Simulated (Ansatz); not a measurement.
The molecule CuF+, multiplicity 2 (lowest of 2S+1 = 2, 4 at CCSD(T)/def2-TZVPP on PBE0 minima; our sources give no spin for the ground state, which may be another). No spin–orbit coupling. Cu is treated without relativity. The T1 diagnostic near the minimum is 0.046, so single-reference values are doubtful.

Constants: fifth-degree fit in 1/R to seven points, most abundant isotopes. Runs in def2 and cc sets follow the lowest solution found near the PBE0 minimum.

Correlated levels freeze the inner cores; with def2 sets outer-core shells near the valence are correlated too.

The values were computed with Ansatz (a program for electronic structure). Each number belongs to the level named beside it.

Task: What bond length and harmonic frequency does B97M-V/def2-TZVPP give?

Result: r_e = 1.687 Å, ω_e = 692 cm⁻¹.

Task: What bond length and harmonic frequency does BHLYP/def2-TZVPP give?

Result: r_e = 1.673 Å, ω_e = 775 cm⁻¹.

Task: What bond length and harmonic frequency does CCSD(T)/def2-TZVPP give?

Result: r_e = 1.679 Å, ω_e = 735 cm⁻¹.

Doubts at one or more of the structures used: T1 above 0.05 (CCSD(T)/def2-TZVPP).
